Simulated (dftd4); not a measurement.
The dftd4 input:
```
$ dftd4 mol.xyz --func hf --charge 0 --json dftd4.json --noedisp --property

# file mol.xyz
2

As    -0.00000000    -0.00000000    -1.12716632
As     0.00000000     0.00000000     1.12716632
```

### Question
What does this run give for the partial charges in atom order, dispersion energy?

### Answer

* **partial charges in atom order**: As1 0.00, As2 0.00
* **dispersion energy**: -3.58 kcal/mol
